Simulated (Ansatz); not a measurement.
Basis-set extrapolation for `C[Si](C)(F)CC[SiH](F)F` (PBE0-D4/def2-TZVP geometry, frozen core, the Gaussian-basis code of Ansatz). Multiplicity 1, RHF reference.

|  | def2-TZVPP | def2-QZVPP |
| --- | --- | --- |
| HF | -1034.536549 | -1034.576750 |
| MP2 correlation | -1.687954 | -1.824543 |
| CCSD(T) correlation | -1.812213 | not run |

Energies in hartree. Use E(X) = E(∞) + A·exp(−7.88·√X) for Hartree–Fock and E(X) = E(∞) + B·X^(−2.97) for correlation, with X = 3 and 4, and add CCSD(T) minus MP2 of the smaller set to the MP2 limit.

Question: What is the CCSD(T) energy at the basis-set limit?

Answer: HF limit: -1034.576750 + (-0.040201) × 0.13774 = -1034.58229. MP2 limit: -1.824543 + (-0.136589) × 0.74074 = -1.92572. Higher-order term: -1.812213 − (-1.687954) = -0.12426. Total: -1036.63227 hartree, 744.4 kJ/mol below CCSD(T)/def2-TZVPP.
